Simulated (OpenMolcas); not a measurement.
Kr3+.

```yaml
Program: OpenMolcas
Basis: ANO-RCC-VQZP [7s6p4d2f1g]
Scalar_Hamiltonian: DKH2, point nucleus
Active_space: 3 electrons in 3 orbitals (4p)
State_averaging: 2S+1 = 4 odd, 1 root; 2S+1 = 2 odd, 8 roots
Spin-orbit_coupling: state interaction with AMFI integrals over the reference wave functions, term energies averaged over their components
```

Two sets of levels on these reference wave functions, in cm⁻¹ above 4s² 4p³ ⁴S°_3/2: one from CASSCF and one from SS-CASPT2, IPEA 0.25 Eh, imaginary shift 0.1 Eh (closed shells correlated: 3d 4s).

```json
{"Level": "4s² 4p³ ⁴S°_3/2", "Set 1": "0.0", "Set 2": "0.0"}
{"Level": "4s² 4p³ ²D°_3/2", "Set 1": "17940", "Set 2": "22010"}
{"Level": "4s² 4p³ ²D°_5/2", "Set 1": "19300", "Set 2": "23240"}
{"Level": "4s² 4p³ ²P°_1/2", "Set 1": "32530", "Set 2": "38320"}
{"Level": "4s² 4p³ ²P°_3/2", "Set 1": "34420", "Set 2": "40000"}
```

Task: Which set is which?

Result: Set 1 is SS-CASPT2. Its levels of the other terms of 4s² 4p³ lie at 0.82 to 0.86 of the other set's values, as expected, since terms of lower spin or lower L gain more correlation energy than the Hund ground term. Against 4 measured levels (Saloman, J. Phys. Chem. Ref. Data 36, 215 (2007)) the mean absolute deviation is 1000 cm-1 with it and 5800 cm-1 without; single levels miss by up to 1500 cm-1 with it.

CASPT2 does not keep the components of a term degenerate, so their means are used; among the terms shown or strongly mixed into the levels shown the widest spread is 180 cm-1 (4s² 4p³ ²D°, SS-CASPT2). With the s shell closed, the reference lacks s² → p² mixing. Measured partners are found by configuration, term and J. A level has none where our copy of the source lacks it or the pairing is in doubt (some pairs that miss far off the trend of their configuration count as doubtful), and it then counts in no deviation. Only configurations of the active space appear.

° marks odd parity.
